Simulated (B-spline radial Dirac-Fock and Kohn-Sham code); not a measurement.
## S³⁺: eigenvalues, ΔSCF and the reference

System: S³⁺ in the configuration [Ne] 3s2 3p1.

The density-functional columns are spherical, spin-unpolarised Dirac-Kohn-Sham results without Breit or QED terms: −ε is minus the orbital energy of the initial state and ΔSCF the difference of two total energies. The reference in the last column comes from Dirac-Fock energy differences between relaxed states, corrected for Breit and QED terms. All numbers are from a B-spline atomic structure program, in eV; a selection of levels is shown.

```
level  LDA −ε  LDA ΔSCF  PBE −ε  PBE ΔSCF  Dirac-Fock
    K  2440.2    2533.9  2448.9    2543.0      2528.3
   L1   252.4     272.1   253.4     273.1       283.3
   L2   199.1     220.6   199.2     220.7       218.4
   L3   197.9     219.3   197.9     219.3       217.2
   M1   52.28     59.37   52.24     59.28       57.28
 M2,3   40.42     46.98   40.27     46.80       46.46
```

Q: Order the estimates of the K (1s) level by their distance from the Dirac-Fock value, nearest first.
A. PBE ΔSCF
B. PBE −ε
C. LDA ΔSCF
D. LDA −ε

A: C (5.5 eV), A (14.6 eV), B (79.4 eV), D (88.1 eV).

Values without a named source are computed, but for edge energies of neutral atoms, which are taken from tables.
